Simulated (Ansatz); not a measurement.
Ansatz (a first-principles code) input (B3LYP-D3(BJ)/def2-TZVP):

Ansatz 0.2 input:
```yaml
crystal:
  periodic: [false, false, false]
  atoms:
    - {symbol: Ti, position_ang: [0.22658364, -0.14545538, 0.25196202]}
    - {symbol: O, position_ang: [1.07946960, -0.08201922, -1.12991807]}
    - {symbol: F, position_ang: [-1.51339967, 0.42846359, 0.38846444]}
basis:
  gaussian:
    orbitals: def2-TZVP
hamiltonian:
  xc: b3lyp
  dispersion: d3bj
magnetization: {spin_polarized: true, initial_magnetization: 1}
phonons: {temperatures: {t_min: 298.15, t_max: 298.15, t_step: 100}}
```

Output:

```
Functional definition: B3LYP
integrals: 0.03 GiB planned
770 factors; their error is unknown
mean field: 0.42 GiB planned
mean field evaluation 1: about -27871.7323 eV, gradient 5.9e1 eV
mean field evaluation 2: about -27610.9633 eV, gradient 2.4e2 eV
mean field evaluation 4: about -27882.4826 eV, gradient 1.7e1 eV
mean field evaluation 8: about -27883.4641 eV, gradient 1.9e-1 eV
mean field evaluation 16: about -27883.5807 eV, gradient 3.3e-3 eV
mean field evaluation 32: about -27883.5807 eV, gradient 2.4e-7 eV
mean field -27883.58070435 eV, -1024.7026907150 hartree, gradient 5.0e-8 eV, S^2 0.754953; 3 other end points of the search recorded, 0 dependent functions left out
the calculation of the forces begins
reference -27883.58093099 eV, -1024.7026990440 hartree; 20, 19 occupied and 87, 88 virtual orbitals, 770 factors
these checks for a lower state are left out or cut short: stability, starts, cluster_reference, orbital_swaps, neighbouring_geometries, increment
integrals: 0.03 GiB planned
770 factors; their error is unknown
mean field: 0.42 GiB planned
mean field -27883.58060799 eV, -1024.7026871740 hartree, gradient 2.2e-6 eV, S^2 0.754934; 0 other end points of the search recorded, 0 dependent functions left out
the calculation of the forces begins
reference -27883.58083463 eV, -1024.7026955029 hartree; 20, 19 occupied and 87, 88 virtual orbitals, 770 factors
these checks for a lower state are left out or cut short: stability, starts, cluster_reference, orbital_swaps, neighbouring_geometries, increment
integrals: 0.03 GiB planned
770 factors; their error is unknown
mean field: 0.42 GiB planned
mean field -27883.58060488 eV, -1024.7026870595 hartree, gradient 7.6e-7 eV, S^2 0.754973; 0 other end points of the search recorded, 0 dependent functions left out
the calculation of the forces begins
reference -27883.58083152 eV, -1024.7026953886 hartree; 20, 19 occupied and 87, 88 virtual orbitals, 770 factors
these checks for a lower state are left out or cut short: stability, starts, cluster_reference, orbital_swaps, neighbouring_geometries, increment
integrals: 0.03 GiB planned
770 factors; their error is unknown
mean field: 0.42 GiB planned
mean field evaluation 64: about -27883.5806 eV, gradient 2.8e-6 eV
mean field -27883.58064517 eV, -1024.7026885402 hartree, gradient 1.7e-6 eV, S^2 0.754914; 0 other end points of the search recorded, 0 dependent functions left out
the calculation of the forces begins
reference -27883.58087183 eV, -1024.7026968697 hartree; 20, 19 occupied and 87, 88 virtual orbitals, 770 factors
these checks for a lower state are left out or cut short: stability, starts, cluster_reference, orbital_swaps, neighbouring_geometries, increment
integrals: 0.03 GiB planned
770 factors; their error is unknown
mean field: 0.42 GiB planned
mean field -27883.58063992 eV, -1024.7026883471 hartree, gradient 2.0e-6 eV, S^2 0.754993; 0 other end points of the search recorded, 0 dependent functions left out
the calculation of the forces begins
reference -27883.58086655 eV, -1024.7026966757 hartree; 20, 19 occupied and 87, 88 virtual orbitals, 770 factors
these checks for a lower state are left out or cut short: stability, starts, cluster_reference, orbital_swaps, neighbouring_geometries, increment
integrals: 0.03 GiB planned
770 factors; their error is unknown
mean field: 0.42 GiB planned
mean field -27883.58068324 eV, -1024.7026899393 hartree, gradient 2.8e-6 eV, S^2 0.754987; 0 other end points of the search recorded, 0 dependent functions left out
the calculation of the forces begins
reference -27883.58090991 eV, -1024.7026982694 hartree; 20, 19 occupied and 87, 88 virtual orbitals, 770 factors
these checks for a lower state are left out or cut short: stability, starts, cluster_reference, orbital_swaps, neighbouring_geometries, increment
integrals: 0.03 GiB planned
770 factors; their error is unknown
mean field: 0.42 GiB planned
mean field -27883.58066300 eV, -1024.7026891956 hartree, gradient 2.3e-6 eV, S^2 0.754920; 0 other end points of the search recorded, 0 dependent functions left out
the calculation of the forces begins
reference -27883.58088962 eV, -1024.7026975236 hartree; 20, 19 occupied and 87, 88 virtual orbitals, 770 factors
these checks for a lower state are left out or cut short: stability, starts, cluster_reference, orbital_swaps, neighbouring_geometries, increment
integrals: 0.03 GiB planned
770 factors; their error is unknown
mean field: 0.42 GiB planned
mean field evaluation 96: about -27883.5806 eV, gradient 2.2e-6 eV
mean field -27883.58064929 eV, -1024.7026886917 hartree, gradient 2.2e-6 eV, S^2 0.754994; 0 other end points of the search recorded, 0 dependent functions left out
the calculation of the forces begins
reference -27883.58087594 eV, -1024.7026970208 hartree; 20, 19 occupied and 87, 88 virtual orbitals, 770 factors
these checks for a lower state are left out or cut short: stability, starts, cluster_reference, orbital_swaps, neighbouring_geometries, increment
integrals: 0.03 GiB planned
770 factors; their error is unknown
mean field: 0.42 GiB planned
mean field -27883.58064425 eV, -1024.7026885064 hartree, gradient 2.1e-6 eV, S^2 0.754913; 0 other end points of the search recorded, 0 dependent functions left out
the calculation of the forces begins
reference -27883.58087089 eV, -1024.7026968353 hartree; 20, 19 occupied and 87, 88 virtual orbitals, 770 factors
these checks for a lower state are left out or cut short: stability, starts, cluster_reference, orbital_swaps, neighbouring_geometries, increment
integrals: 0.03 GiB planned
770 factors; their error is unknown
mean field: 0.42 GiB planned
mean field -27883.58062901 eV, -1024.7026879464 hartree, gradient 1.6e-6 eV, S^2 0.754939; 0 other end points of the search recorded, 0 dependent functions left out
the calculation of the forces begins
reference -27883.58085563 eV, -1024.7026962745 hartree; 20, 19 occupied and 87, 88 virtual orbitals, 770 factors
these checks for a lower state are left out or cut short: stability, starts, cluster_reference, orbital_swaps, neighbouring_geometries, increment
integrals: 0.03 GiB planned
770 factors; their error is unknown
mean field: 0.42 GiB planned
mean field -27883.58065235 eV, -1024.7026888042 hartree, gradient 1.7e-6 eV, S^2 0.754967; 0 other end points of the search recorded, 0 dependent functions left out
the calculation of the forces begins
reference -27883.58087902 eV, -1024.7026971341 hartree; 20, 19 occupied and 87, 88 virtual orbitals, 770 factors
these checks for a lower state are left out or cut short: stability, starts, cluster_reference, orbital_swaps, neighbouring_geometries, increment
integrals: 0.03 GiB planned
770 factors; their error is unknown
mean field: 0.42 GiB planned
mean field -27883.58069866 eV, -1024.7026905061 hartree, gradient 2.1e-6 eV, S^2 0.754952; 0 other end points of the search recorded, 0 dependent functions left out
the calculation of the forces begins
reference -27883.58092529 eV, -1024.7026988346 hartree; 20, 19 occupied and 87, 88 virtual orbitals, 770 factors
these checks for a lower state are left out or cut short: stability, starts, cluster_reference, orbital_swaps, neighbouring_geometries, increment
integrals: 0.03 GiB planned
770 factors; their error is unknown
mean field: 0.42 GiB planned
mean field evaluation 128: about -27883.5807 eV, gradient 4.1e-2 eV
mean field -27883.58070894 eV, -1024.7026908837 hartree, gradient 2.5e-6 eV, S^2 0.754955; 0 other end points of the search recorded, 0 dependent functions left out
the calculation of the forces begins
reference -27883.58093560 eV, -1024.7026992133 hartree; 20, 19 occupied and 87, 88 virtual orbitals, 770 factors
Total energy: -27883.64000682 eV, -1024.7048700407 hartree
Atom 0 at     0.226584    -0.145455     0.251962 Å, force     0.000285     0.000351    -0.001718 eV/Å
Atom 1 at     1.079470    -0.082019    -1.129918 Å, force    -0.000645    -0.000171     0.001516 eV/Å
Atom 2 at    -1.513400     0.428464     0.388464 Å, force     0.000361    -0.000179     0.000202 eV/Å
Dipole moment:     0.418770    -0.408271     0.997536 e Å
Vibrations: 127.07 649.05 1028.72 cm⁻¹, zero-point energy 0.111886 eV
```

The spin state was set by rule; other spins were not relaxed.
